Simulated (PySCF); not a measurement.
Structure problem from calculated spectra and properties.

Formula: CH8ClNSi4.

* NMR, other nuclei: isotropic shieldings of nuclei other than C and H, by class: -105 (1 N), 363 (1 Si), 451 (1 Si), 452 (2 Si), 1057 (1 Cl) ppm [GIAO PBE0/pcSseg-1]
* Rotational structure: rotational constants A, B, C: 1.016, 0.649, 0.624 GHz [GFN2-xTB]
* 1H NMR: chemical shifts (computed TMS as zero) by class: 4.55 (2 H), 3.92 (6 H) ppm [GIAO PBE0/pcSseg-1]
* 13C NMR: chemical shifts (computed TMS as zero) by class: 121.7 (1 C) ppm [GIAO PBE0/pcSseg-1]
* Dipole: 2.19 D [PBE0/pcSseg-1]

Electronic properties: PySCF, gas phase, density fitting. Levels stand in brackets. Isolated species at its GFN2-xTB geometry (one conformer only). Each NMR value is the plain mean over a class of atoms that symmetry, rotation or inversion makes alike.

Q: Propose a structure and show how it fits.

A: Numbering: `[N:1]#[C:2][SiH2:3][Si:4]([SiH3:5])([SiH3:6])[Cl:7]`. Its formula, CH8ClNSi4, gives 2 degrees of unsaturation: 0 rings and 2 π bonds in the structure found. The one carbon: cyano carbon [C2] (121.7 ppm). Hydrogen classes from least to most shielded: 2 H on an SiH2 silicon, Si3 (4.55 ppm), 6 H on 2 SiH3 silicons, Si5/Si6 (3.92 ppm). The other shieldings belong to: -105 ppm, cyano nitrogen [N1]; 363 ppm, chlorine-bound silicon [Si4]; 451 ppm, SiH2 silicon [Si3]; 452 ppm, SiH3 silicon [Si5/Si6]; 1057 ppm, silicon-bound chlorine [Cl7]. The optimised geometry has point group Cs and is an asymmetric top. Structure: `N#C[SiH2][Si]([SiH3])([SiH3])Cl`. The assignments are read from this structure; whether some other isomer fits the data as well wasn't checked.

Shape of the structure used: `[N:1]#[C:2][SiH2:3][Si:4]([SiH3:5])([SiH3:6])[Cl:7]`: C2–Si3–Si4–Si5 -67°.
